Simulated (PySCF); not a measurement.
InCl, SMILES [Cl][In] (connectivity only; charge and spin as stated), neutral, multiplicity 1. Atoms are numbered in the order given.

```xyz
2

In     0.0000     0.0000    -0.6217
Cl     0.0000     0.0000     1.7919
```

Geometry optimised at PBE0-D3(BJ)/def2-TZVP. The def2 effective core potentials stand for the cores of In; spin–orbit coupling is left out.

All values below come from PBE0-D3(BJ)/def2-TZVP (PySCF).

Frequencies are harmonic and unscaled.

```csv
mode,ν (cm⁻¹),IR (km/mol),Raman (Å⁴/amu),depolarisation,moving atoms (share of kinetic energy)
1,312,80.7,7.7,0.58,"Cl 76 %, In 24 %"
```
